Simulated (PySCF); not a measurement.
This PySCF input asks for the NMR shieldings of SMILES C[N](C)[Al-]([N](C)C)([N](C)C)[N](C)C, [C8H24AlN4]-; the geometry comes from PBE0-D3(BJ)/def2-SVP.

```python
import basis_set_exchange as bse
import numpy as np
from pyscf import gto, dft
from pyscf.prop import nmr

atoms = """
C    -1.751846   -2.381835   -0.095502
N    -1.306354   -1.257261    0.655427
C    -1.935193   -1.154399    1.927994
Al   -0.152770    0.040544   -0.024180
N     1.150002   -0.912474   -0.958154
C     1.718550   -2.131823   -0.492756
C     1.770770   -0.427579   -2.143846
N    -1.042616    1.256694   -1.123450
C    -2.254758    0.948008   -1.802755
C    -0.498385    2.516436   -1.501897
N     0.585932    1.076080    1.339589
C    -0.095420    2.159788    1.961991
C     1.824819    0.763675    1.967081
H    -1.585810   -3.354217    0.432446
H    -1.209893   -2.440377   -1.054447
H    -2.845804   -2.361536   -0.335174
H    -1.517702   -0.305529    2.493940
H    -3.043596   -1.004252    1.876016
H    -1.791859   -2.067219    2.558453
H     2.802369   -2.050691   -0.221837
H     1.184378   -2.484466    0.405470
H     1.666380   -2.955332   -1.248244
H     2.854695   -0.177175   -2.017527
H     1.264990    0.485834   -2.497336
H     1.735505   -1.163503   -2.985478
H    -3.043607    1.727432   -1.658025
H    -2.141532    0.846771   -2.912284
H    -2.672083   -0.002124   -1.430665
H    -1.202912    3.367171   -1.325476
H    -0.221725    2.584643   -2.585368
H     0.414606    2.728396   -0.920122
H    -0.374732    1.966114    3.029538
H     0.508223    3.101356    1.983726
H    -1.028028    2.386508    1.418470
H     2.340208   -0.041898    1.418466
H     2.527140    1.633469    2.001082
H     1.722346    0.426362    3.029885
"""
names = dict.fromkeys(["C", "N", "Al", "H"], "pcSseg-1")
basis = {el: gto.basis.parse(bse.get_basis(n, elements=[el], fmt="nwchem")) for el, n in names.items()}
mol = gto.M(atom=atoms, basis=basis, charge=-1, verbose=0)
mf = dft.RKS(mol, xc="PBE0")
mf.grids.level = 2
mf.grids.alignment = dft.numint.BLKSIZE   # the property module wants whole blocks of grid points
mf.conv_tol = 1e-9
mf.kernel()

calc = nmr.RKS(mf)   # GIAO
C = mf.mo_coeff
Co = C[:, mf.mo_occ > 0]
resp = mf.gen_response(singlet=True, hermi=2)
def vind(x):   # induced exchange potential for any number of trial vectors
    d = np.einsum("pi,xij,qj->xpq", C, 2 * x.reshape(-1, C.shape[1], Co.shape[1]), Co, optimize=True)
    return np.einsum("xpq,pi,qj->xij", resp(d - d.transpose(0, 2, 1)), C, Co, optimize=True).ravel()
mo1, _ = nmr.rhf.solve_mo1(calc, with_cphf=vind)
sigma = calc.kernel(mo1)
for i, s in enumerate(sigma):   # ppm
    w = np.linalg.eigvalsh((s + s.T) / 2)
    print("%2d %-2s iso %8.1f  s11 %8.1f  s22 %8.1f  s33 %8.1f" % (i, mol.atom_pure_symbol(i), w.mean(), *w))
```

Task: Give the expected output.

Result: 
```
 0 C  iso    140.2  s11    110.8  s22    128.6  s33    181.3
 1 N  iso    241.4  s11    223.0  s22    230.4  s33    270.9
 2 C  iso    141.0  s11    111.9  s22    128.6  s33    182.6
 3 Al iso    466.0  s11    458.4  s22    469.6  s33    470.0
 4 N  iso    241.2  s11    222.6  s22    230.0  s33    270.9
 5 C  iso    140.2  s11    110.8  s22    128.4  s33    181.4
 6 C  iso    141.0  s11    111.9  s22    128.6  s33    182.5
 7 N  iso    241.7  s11    223.2  s22    230.6  s33    271.3
 8 C  iso    141.0  s11    112.0  s22    128.5  s33    182.5
 9 C  iso    140.2  s11    110.7  s22    128.5  s33    181.2
10 N  iso    241.7  s11    223.7  s22    230.4  s33    271.0
11 C  iso    140.3  s11    110.9  s22    128.4  s33    181.5
12 C  iso    141.0  s11    111.9  s22    128.7  s33    182.5
13 H  iso     29.1  s11     23.8  s22     27.4  s33     36.1
14 H  iso     28.0  s11     23.9  s22     28.1  s33     32.1
15 H  iso     29.0  s11     23.3  s22     27.6  s33     36.0
16 H  iso     28.3  s11     22.9  s22     29.5  s33     32.3
17 H  iso     29.1  s11     23.7  s22     27.4  s33     36.2
18 H  iso     29.3  s11     24.2  s22     27.3  s33     36.4
19 H  iso     29.0  s11     23.4  s22     27.6  s33     36.0
20 H  iso     28.0  s11     23.8  s22     28.2  s33     32.0
21 H  iso     29.1  s11     23.8  s22     27.4  s33     36.1
22 H  iso     29.1  s11     23.7  s22     27.4  s33     36.2
23 H  iso     28.3  s11     22.9  s22     29.5  s33     32.4
24 H  iso     29.3  s11     24.2  s22     27.3  s33     36.4
25 H  iso     29.3  s11     24.2  s22     27.3  s33     36.4
26 H  iso     29.1  s11     23.7  s22     27.4  s33     36.2
27 H  iso     28.2  s11     22.9  s22     29.5  s33     32.4
28 H  iso     29.1  s11     23.8  s22     27.4  s33     36.1
29 H  iso     29.0  s11     23.3  s22     27.7  s33     36.0
30 H  iso     28.0  s11     23.8  s22     28.1  s33     32.0
31 H  iso     29.0  s11     23.3  s22     27.7  s33     36.0
32 H  iso     29.1  s11     23.8  s22     27.4  s33     36.1
33 H  iso     28.0  s11     23.7  s22     28.3  s33     32.0
34 H  iso     28.2  s11     22.9  s22     29.5  s33     32.4
35 H  iso     29.3  s11     24.2  s22     27.2  s33     36.4
36 H  iso     29.1  s11     23.7  s22     27.4  s33     36.2
```

These numbers come from an equivalent density-fitted implementation of the same equations, which agrees with the script to about 0.01 ppm for H and up to a few tenths of a ppm for heavy atoms, so last digits may differ.

Task: Turn these shieldings into chemical shifts. δ = σ(ref) − σ, references computed at the same level: ¹³C (σ = 184.41 ppm) and ¹H (σ = 31.27 ppm) vs TMS; NH3 for ¹⁵N (σ = 265.67 ppm); ²⁷Al (σ = 489.28 ppm) against AlH4-.

Result: Averaging equivalent atoms: C 0/2/5/6/8/9/11/12: 43.8; N 1/4/7/10: 24.2; Al 3: 23.3; H 13/14/15/16/17/18/19/20/21/22/23/24/25/26/27/28/29/30/31/32/33/34/35/36: 2.48 ppm. Experimental scales use liquid or dissolved standards, which lie at an offset from isolated NH3 (liquid NH3: subtract about 20 ppm).

Size and cost of the density-fitted run: 348 basis functions; peak memory 2.6 GiB.
